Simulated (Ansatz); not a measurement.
Program: Ansatz. Geometries: PBE0-D4/def2-TZVP. ΔE: electronic, gas phase. CCSD(T)/CBS is the MP2 limit (def2-TZVPP, def2-QZVPP) plus CCSD(T) − MP2 in def2-TZVPP, frozen cores. This one scheme is used for every species. Double bonds are as drawn, so ΔE can hold a change between cis and trans. Functionals use def2-TZVPP. B3LYP here is the variant with VWN-RPA as its local correlation; programs differ in this. Each species was taken in one conformer, which may not be the lowest.

Reaction (formal hydrolysis of a C–B bond): `B/C=C(/C)F` + H₂O → `C/C(F)=C\O` + BH₃

```json
{"level": "PBE-D4", "ΔE (kJ/mol)": "133.1", "difference from CCSD(T)/CBS": "-2.9"}
{"level": "B3LYP-D4", "ΔE (kJ/mol)": "129.7", "difference from CCSD(T)/CBS": "-6.3"}
{"level": "B2PLYP", "ΔE (kJ/mol)": "131.8", "difference from CCSD(T)/CBS": "-4.2"}
{"level": "PBE", "ΔE (kJ/mol)": "131.9", "difference from CCSD(T)/CBS": "-4.1"}
{"level": "r2SCAN", "ΔE (kJ/mol)": "135.7", "difference from CCSD(T)/CBS": "-0.3"}
{"level": "PBE0", "ΔE (kJ/mol)": "132.5", "difference from CCSD(T)/CBS": "-3.5"}
{"level": "B3LYP", "ΔE (kJ/mol)": "127.7", "difference from CCSD(T)/CBS": "-8.3"}
{"level": "MP2/def2-TZVPP", "ΔE (kJ/mol)": "140.3", "difference from CCSD(T)/CBS": "4.3"}
{"level": "SCS-MP2/def2-TZVPP", "ΔE (kJ/mol)": "131.4", "difference from CCSD(T)/CBS": "-4.6"}
{"level": "CCSD/def2-TZVPP", "ΔE (kJ/mol)": "129.8", "difference from CCSD(T)/CBS": "-6.2"}
{"level": "CCSD(T)/def2-TZVPP", "ΔE (kJ/mol)": "131.4", "difference from CCSD(T)/CBS": "-4.6"}
{"level": "HF/def2-QZVPP", "ΔE (kJ/mol)": "122.5", "difference from CCSD(T)/CBS": "-13.5"}
{"level": "SCS-MP2/def2-QZVPP", "ΔE (kJ/mol)": "134.5", "difference from CCSD(T)/CBS": "-1.5"}
{"level": "HF/CBS(def2)", "ΔE (kJ/mol)": "122.6", "difference from CCSD(T)/CBS": "-13.4"}
{"level": "MP2/CBS(def2)", "ΔE (kJ/mol)": "144.9", "difference from CCSD(T)/CBS": "8.9"}
{"level": "CCSD/CBS(def2)", "ΔE (kJ/mol)": "134.4", "difference from CCSD(T)/CBS": "-1.6"}
{"level": "CCSD(T)/CBS", "ΔE (kJ/mol)": "136.0", "difference from CCSD(T)/CBS": "0"}
```

Largest T1 diagnostic among the species: 0.012.

In def2-TZVPP, CCSD(T) changes the Hartree–Fock value by +9.5 kJ/mol (the triples alone add +1.6 kJ/mol) and MP2 by +18.4 kJ/mol.
